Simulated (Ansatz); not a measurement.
Species: C₂H₆BS, net charge 0, doublet state. It need not be the lowest isomer of its formula. 
Geometry from a B3LYP-D3(BJ)/def2-TZVP (Ansatz, an electronic-structure program) optimisation:
SMILES: CB(C)[S]
```xyz
10

C      1.3441    -0.9914     0.5694
B     -0.0076    -0.2791     0.1614
C     -1.3962    -0.9322     0.5433
S      0.0337     1.2437    -0.7194
H      1.3629    -1.9977     0.1388
H      2.2533    -0.4734     0.2671
H      1.3674    -1.1200     1.6563
H     -1.4457    -1.0593     1.6295
H     -1.4502    -1.9370     0.1120
H     -2.2763    -0.3757     0.2240
```
Charge 0, spin multiplicity 2.

Wanted: atomisation energy (electronic, to ground-state atoms); the coupled-cluster value holds the core correlation from cc-pwCVTZ, in kJ/mol. Correlated levels leave the core frozen unless marked. Open shells are spin-unrestricted. No spin-orbit coupling. No relativistic terms. CBS(X,Y): correlation extrapolated as X^-3; Hartree-Fock from the larger set.

Level to compare with: CCSD(T)/CBS(aug-cc-pV(T+d)Z,aug-cc-pV(Q+d)Z) plus the core term (Ansatz), 3756.3 kJ/mol. It is a level with limits of its own, and the differences hold the functionals' basis error too.

Task: Rank these functionals by how close they come to CCSD(T)/CBS(aug-cc-pV(T+d)Z,aug-cc-pV(Q+d)Z), closest first: r2SCANh/def2-TZVPD (Ansatz); B97M-V/def2-TZVPD (Ansatz); r2SCAN0/def2-TZVPD (Ansatz).

Result: r2SCAN0/def2-TZVPD (hybrid meta-GGA, 3751.5 kJ/mol, difference -4.8), r2SCANh/def2-TZVPD (hybrid meta-GGA, 3773.0 kJ/mol, difference 16.7), B97M-V/def2-TZVPD (meta-GGA with VV10, 3789.6 kJ/mol, difference 33.3)
